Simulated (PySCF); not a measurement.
**B⁺ (boron, charge +1) across methods**

[He] 2s2, closed-shell 1S. Computed with PySCF 2.14 in def2-TZVPPD, with the non-relativistic Hamiltonian (point nucleus).

```tsv
method	E (hartree)	mean ε 1s (eV)	mean ε 2s (eV)	Σ⟨r²⟩ (bohr²)	⟨S²⟩
LC-wPBE	-24.3054	-199.40	-23.799	7.788	0.000
PBE	-24.2915	-193.42	-19.495	7.813	0.000
M06	-24.3319	-201.16	-20.630	7.762	0.000
LDA	-24.0365	-191.55	-19.399	7.886	0.000
UHF	-24.23683	-222.76	-23.774	7.940	0.000
r2SCAN0	-24.3179	-203.25	-20.903	7.841	0.000
TPSS	-24.3456	-195.56	-19.708	7.783	0.000
r2SCAN	-24.3147	-196.62	-19.722	7.847	0.000
```

(1) Estimate the same row for PBE0.

## Answers

(1) E (hartree) = -24.3006; mean ε 1s (eV) = -200.92; mean ε 2s (eV) = -20.785; Σ⟨r²⟩ (bohr²) = 7.811; ⟨S²⟩ = 0.000.
